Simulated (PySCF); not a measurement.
Molecule: SMILES C=C[C@H](C)C(N)=O, C$_{5}$H$_{9}$NO.

Bonds (- single, = double, # triple, : aromatic): C1=C2, C2-C3, C3-C4, C3-C5, C5-N6, C5=O7. C1 carries H8, H9; C2 carries H10; C3 carries H11; C4 carries H12, H13, H14; N6 carries H15, H16. Stereochemistry as in C=C[C@H](C)C(N)=O. H8 is cis to C3; H15 is cis to the C=O or C=S heteroatom; H9 is trans to C3; H16 is trans to the C=O or C=S heteroatom.

Frames of a GFN2-xTB Langevin trajectory at 400 K; GIAO PBE0/pcSseg-1 shieldings in PySCF, gas phase, non-relativistic; equivalent atoms averaged within each frame.

Scale: $^{13}$C (186.93 ppm) and $^{1}$H (31.72 ppm) vs TMS; NH3 for $^{15}$N (267.73 ppm); H2O for $^{17}$O (336.08 ppm) (reference shieldings calculated alike). The references are static minima.

Question: How do the shifts (ppm) fluctuate along the trajectory?

Answer: 
| time (fs) | C5 | C2 | C1 | C3 | C4 | N6 | O7 | H10 | H9 | H15 |
| --- | --- | --- | --- | --- | --- | --- | --- | --- | --- | --- |
| optimised geometry | 173.3 | 153.3 | 120.9 | 50.4 | 17.3 | 116.0 | 416.9 | 6.12 | 5.30 | 4.49 |
| 250 | 182.0 | 154.8 | 116.3 | 46.4 | 10.6 | 114.7 | 412.7 | 7.26 | 5.66 | 5.13 |
| 425 | 171.7 | 159.0 | 136.3 | 58.2 | 17.0 | 120.5 | 391.5 | 7.57 | 5.94 | 5.62 |
| 625 | 169.3 | 154.1 | 119.0 | 41.4 | 29.4 | 113.4 | 411.8 | 6.10 | 5.23 | 4.52 |
| 800 | 178.5 | 155.8 | 125.9 | 55.9 | 27.4 | 125.0 | 446.4 | 6.51 | 5.49 | 4.59 |
| 1000 | 167.7 | 153.4 | 124.6 | 54.5 | 24.2 | 112.7 | 348.1 | 5.91 | 6.53 | 2.68 |
| mean of frames | 173.8 | 155.4 | 124.4 | 51.3 | 21.7 | 117.3 | 402.1 | 6.67 | 5.77 | 4.51 |
| standard deviation | 6.2 | 2.2 | 7.7 | 7.1 | 7.8 | 5.3 | 36.0 | 0.72 | 0.49 | 1.11 |

5 frames give an uncertainty of the mean of about the standard deviation over 2.2 at best, since frames this close in time may not be independent; classical motion lacks zero-point vibration, and the reference would need the same averaging.
